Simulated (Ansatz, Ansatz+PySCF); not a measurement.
```yaml
atoms:
  - { symbol: Fe, position_ang: [0.0000, 0.0000, 0.0000] }
  - { symbol: O, position_ang: [0.0000, 0.0000, 1.6160] }
```

Basis set: def2-SVP (spherical functions). Frozen core: 6 orbitals. Correlation on ROHF uses semicanonical orbitals with singles. Charge 0, multiplicity 5.

Computed with Ansatz (development build ahead of 0.2.0); each method stands on the lowest determinant of its kind that the runs found. Restricted functionals stand beside restricted open-shell atoms, which can lie above the unrestricted atoms usual in DFT and then raise those values.

The atomization energy at this shape (free ground-state atoms in the same class of orbitals less the molecule, no zero-point energy) of quintet FeO:

```tsv
method	atomization energy
ωB97X (unrestricted)	3.60 eV
ωB97X (restricted open-shell)	3.56 eV
r²SCAN (unrestricted)	4.84 eV
r²SCAN (restricted open-shell)	4.88 eV
PBE (unrestricted)	5.43 eV
PBE (restricted open-shell)	5.47 eV
PBE0 (unrestricted)	3.87 eV
PBE0 (restricted open-shell)	3.80 eV
ROHF-MP2	2.93 eV
UHF-MP2	1.92 eV
ROHF	-1.32 eV
```

(1) What does UHF give?

## Answers

(1) 0.36 eV. Caution: another spin multiplicity may lie lower. Caution for ωB97X (unrestricted): the unrestricted determinant is spin contaminated. Caution for ROHF-MP2, ROHF: an unrestricted determinant lies well below. Caution for UHF-MP2, UHF: the unrestricted determinant is a mixture of spin states. Caution for ROHF: the molecule lies well above its atoms at this level.
